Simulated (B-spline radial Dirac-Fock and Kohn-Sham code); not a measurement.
## Photoionisation of sulfur ions at Ag Lα (2984.4 eV)

Level of theory: a relativistic central-field model (Hartree-Slater potential of the initial state, Latter tail, multipole expansion of the photon field, Dirac-Fock thresholds); a radial B-spline solver. Cross sections in kb; a dash marks an empty subshell or a threshold above the photon energy.

```
 ion  configuration  total    1s    2s  2p1/2     3s   3p3/2
 S³⁺   [Ne] 3s2 3p1  74.20  67.3  4.01  0.806  0.507  0.0296
 S⁷⁺   [He] 2s2 2p5  74.84  68.3  4.30  0.754      –       –
 S⁹⁺   [He] 2s2 2p3  74.59  68.4  4.72  0.517      –       –
S¹¹⁺   [He] 2s2 2p1  74.04  68.3  5.20  0.196      –       –
S¹²⁺       [He] 2s2  5.520     –  5.52      –      –       –
```

Values without a named source are computed, but for edge energies of neutral atoms, which are taken from tables.
